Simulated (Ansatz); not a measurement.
Mulliken charges of `FC(Cl)C(F)(F)F` from B3LYP/def2-TZVPP in Ansatz (PBE0-D4/def2-TZVP geometry).

| atom | x (Å) | y (Å) | z (Å) | charge (e) |
| --- | --- | --- | --- | --- |
| F1 | -1.009 | -0.997 | 1.035 | -0.176 |
| C2 | -0.027 | -0.752 | 0.144 | 0.145 |
| Cl3 | 1.533 | -1.198 | 0.813 | -0.081 |
| C4 | -0.058 | 0.738 | -0.215 | 0.479 |
| F5 | 0.861 | 1.008 | -1.137 | -0.164 |
| F6 | 0.152 | 1.509 | 0.842 | -0.156 |
| F7 | -1.256 | 1.035 | -0.721 | -0.165 |
| H8 | -0.195 | -1.342 | -0.759 | 0.118 |

Task: By hand: the dipole of these point charges (1 e Å = 4.8032 D).

Result: Σ q r = (0.041, -0.213, -0.246) e Å, of length 0.328 e Å = 1.58 D.

Task: How does the dipole of the full density compare? (Estimate.)

Result: The calculation gave: (0.021, -0.214, -0.198) e Å, 1.40 D; the point charges give 1.13 times that, at 7° from its direction.

Point charges leave out the atoms' own dipoles, such as those of lone pairs, and Mulliken's split depends on the basis, so the close match here is no proof of good charges.

B3LYP here is the variant with VWN-RPA as its local correlation; programs differ in this.
